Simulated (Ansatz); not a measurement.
Reaction (formal exchange of groups at the Si–C bond): `C/C=C(\F)[SiH3]` + `CO[Si](N)(O)[SiH3]` → `N[Si](O)([SiH3])O[SiH3]` + `C/C=C(/C)F`

Isolated molecules relaxed with PBE0-D4/def2-TZVP in Ansatz; ΔE leaves out vibrations. CBS: MP2 limit from def2 TZ/QZ plus the TZ coupled-cluster correction, frozen cores. Double bonds are as drawn, so ΔE can hold a change between cis and trans. DFT in def2-TZVPP. B3LYP here is the variant with VWN-RPA as its local correlation; programs differ in this. Each species was taken in one conformer, which may not be the lowest.

Q: Is it downhill or uphill in electronic energy at CCSD(T)/CBS, and by how much? (Estimate.)

A: Computed: Downhill: ΔE = -187.4 kJ/mol.

Q: What do these levels give: PBE-D4, r2SCAN-D4, B3LYP-D4, ωB97X-V, ωB97M-V, PBE0, HF/def2-TZVPP, SCS-MP2/def2-TZVPP, CCSD/def2-TZVPP, CCSD(T)/def2-TZVPP, MP2/def2-QZVPP, SCS-MP2/def2-QZVPP? (An estimate is asked.)

A: The calculation gave: PBE-D4 -169.7, r2SCAN-D4 -183.9, B3LYP-D4 -181.8, ωB97X-V -181.3, ωB97M-V -183.5, PBE0 -179.1, HF/def2-TZVPP -198.0, SCS-MP2/def2-TZVPP -191.0, CCSD/def2-TZVPP -188.6, CCSD(T)/def2-TZVPP -185.6, MP2/def2-QZVPP -195.2, SCS-MP2/def2-QZVPP -192.7 kJ/mol.

Largest T1 diagnostic among the species: 0.012.

In def2-TZVPP, CCSD(T) changes the Hartree–Fock value by +12.4 kJ/mol (the triples alone add +3.0 kJ/mol) and MP2 by +4.5 kJ/mol. From PBE to PBE0 (25 % exact exchange), in def2-TZVPP and without D4, ΔE moves by −9.8 kJ/mol.
